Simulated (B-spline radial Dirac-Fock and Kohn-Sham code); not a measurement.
## What relativity does to the binding energies of Yb³⁰⁺

System: ytterbium as Yb³⁰⁺ in the configuration 1s2 2s2 2p6 3s2 3p6 3d10 4s2 4p6 4d4.

Both columns are ΔSCF binding energies of the configuration average from a B-spline atomic structure program: non-relativistic Hartree-Fock with a point nucleus, and Dirac-Fock with a finite nucleus and the Coulomb interaction alone, averaged over the two j levels with weights 2j+1.

```csv
shell,Hartree-Fock (eV),Dirac-Fock (eV),shift (eV),shift (%)
1s,58341.0,62768.4,+4427.41,+7.59
2s,10522.1,11684.2,+1162.14,+11.04
2p,10088.1,10469.3,+381.21,+3.78
3s,3252.9,3540.9,+288.03,+8.85
3p,3056.5,3163.0,+106.55,+3.49
3d,2695.7,2680.5,-15.18,-0.56
4s,1403.1,1491.4,+88.25,+6.29
4p,1313.7,1347.6,+33.90,+2.58
4d,1168.7,1167.3,-1.38,-0.12
```

Relativity binds 1s, 2s, 2p, 3s, 3p, 4s, 4p more strongly, among those listed most of all 2s in relative terms, and 3d, 4d more weakly, because the contracted s and p shells screen the nucleus better.

Values without a named source are computed, but for edge energies of neutral atoms, which are taken from tables.
